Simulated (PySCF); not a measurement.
C₂F₃O₂, charge -1, multiplicity 1. Atoms are numbered in the order given.

```xyz
7

O      1.4212    -1.2707     0.1690
C      1.0622    -0.0919     0.0059
O      1.6940     0.9655    -0.1509
C     -0.5167     0.0630    -0.0035
F     -1.0835    -0.4005     1.1446
F     -0.9593     1.3345    -0.1448
F     -1.0899    -0.6435    -1.0175
```
Charge -1, spin multiplicity 1.

The structure is a stationary point at B3LYP-D3(BJ)/def2-SVPD. The spin state was assumed, not searched. The isomer is the one that the SMILES or the coordinates give; other isomers of the formula were not compared.

All values below come from B3LYP-D3(BJ)/def2-SVPD (PySCF 2.14.0).

Harmonic, unscaled wavenumbers; measured fundamentals usually lie a few per cent lower.

Computed harmonic wavenumbers and intensities:
| mode | ν (cm⁻¹) | IR (km/mol) | moving atoms (share of kinetic energy) |
|---|---|---|---|
| 1 | 16 | 0.2 | O 68 %, F 32 % |
| 2 | 245 | 0.4 | F 56 %, O 41 % |
| 3 | 258 | 6.7 | F 75 %, O 19 % |
| 4 | 370 | 0.2 | O 49 %, F 40 %, C 11 % |
| 5 | 424 | 0.0 | F 57 %, O 35 %, C 8 % |
| 6 | 514 | 3.1 | F 89 %, C 9 % |
| 7 | 576 | 0.0 | F 75 %, O 16 %, C 9 % |
| 8 | 713 | 22.7 | F 71 %, C 15 %, O 14 % |
| 9 | 795 | 38.3 | C 75 %, F 14 %, O 11 % |
| 10 | 802 | 83.4 | O 46 %, C 32 %, F 21 % |
| 11 | 1080 | 287.5 | C 80 %, F 19 % |
| 12 | 1119 | 258.5 | C 81 %, F 18 % |
| 13 | 1194 | 202.9 | C 71 %, F 16 %, O 14 % |
| 14 | 1382 | 77.1 | C 50 %, O 48 % |
| 15 | 1777 | 690.5 | C 70 %, O 29 % |
